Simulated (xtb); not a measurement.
1-bromobuta-1,2-diene (C4H5Br), SMILES BrC=C=CC. All values are semi-empirical tight-binding results from xtb (GFN2-xTB unless named), good for trends rather than for accurate numbers. Coordinates come from a GFN2-xTB optimisation.

Optimised geometry:

```xyz
10

C     -3.3530     0.0872    -0.3273
C     -2.2270    -0.8920    -0.2281
C     -1.0020    -0.6411    -0.5773
C      0.2216    -0.3568    -0.8773
Br     1.4542     0.3487     0.4230
H     -3.0059     1.0456    -0.7036
H     -4.1246    -0.3002    -0.9921
H     -3.7993     0.2310     0.6559
H     -2.4847    -1.8792     0.1365
H      0.6787    -0.4866    -1.8435
```

Computed properties:
```yaml
orbital_gap: 4.03 eV
zero_point_energy: 45.7 kcal/mol
G − E(el) at 298.15 K (modified RRHO): 26.0 kcal/mol
static polarisability (D4 model): 67.0 bohr³
solvation energy, GFN2-xTB/ALPB(water): -2.5 kcal/mol
solvation energy, GFN2-xTB/ALPB(dmf): -7.3 kcal/mol
```

Task: Give the atomic charges and the Wiberg bond orders between heavy atoms. (An estimate is asked for; the answer gives what the named calculation found.)

Result: charges (e) C1 -0.10, C2 -0.02, C3 -0.02, C4 0.03, Br5 -0.18, H6 0.05, H7 0.05, H8 0.06, H9 0.06, H10 0.07. Bond orders C1–C2 1.01, C2–C3 1.91, C3–C4 1.94, C4–Br5 0.95.
